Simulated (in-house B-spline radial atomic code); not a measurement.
Results of a calculation; reference values are marked as such.
Correlation energy from the adiabatic connection: ω²r²/2 − Z/r, ω = 0.159, Z = 1

Two electrons in a singlet, external potential ω²r²/2 − Z/r, ω = 0.159, Z = 1 (atomic units). Full CI in B-splines (partial waves to l = 8, correlation up to 0.6 % small) with the density held fixed gives W(λ) = <V_ee>_λ − U, and E_c is the integral of W(λ) − W(0) from 0 to 1.

```
   λ  W(λ) − W(0) (hartree)
   0                0.00000
0.02               -0.00187
0.05               -0.00462
0.12               -0.01074
0.25               -0.02119
 0.4               -0.03194
 0.6               -0.04444
 0.8               -0.05525
   1               -0.06466
```

Task: Integrate the table by the trapezoid rule.

Result: The strips give -0.00002, -0.00010, -0.00054, -0.00208, -0.00398, -0.00764, -0.00997, -0.01199, which sum to -0.03631 hartree. The direct value, W(1) − W(0) + T_c with T_c = 0.02824, is -0.03642; the curve is convex, so chords lie above it and the trapezoids fall short in size by 0.30 %.

Task: Now use only three numbers: W(0) = -0.51006, the initial slope W'(0) = -0.0944 (extrapolated from the first points) and the strong-coupling limit of the point-charge-plus-continuum model, W∞ = -0.71968. What do second-order theory and the interpolation W(λ) = W∞ + (W(0) − W∞)/√(1 + 2χλ) of Seidl, Perdew and Levy give?

Result: Second order keeps the slope alone: E_c = W'(0)/2 = -0.04720, +30 % in size against -0.03642. Matching the slope fixes χ = W'(0)/(W∞ − W(0)) = -0.0944/(-0.20962) = 0.45034. Integrating, with s = √(1 + 2χ) = 1.378651, E_c = −(W(0) − W∞)(s − 1)/(s + 1) = −0.20962 × 0.378651/2.378651 = -0.03337 hartree, -8.4 % in size against the full result. At λ = 1 the formula gives W − W(0) = -0.05757 against -0.06466. Part of the miss can come from the model's W∞.
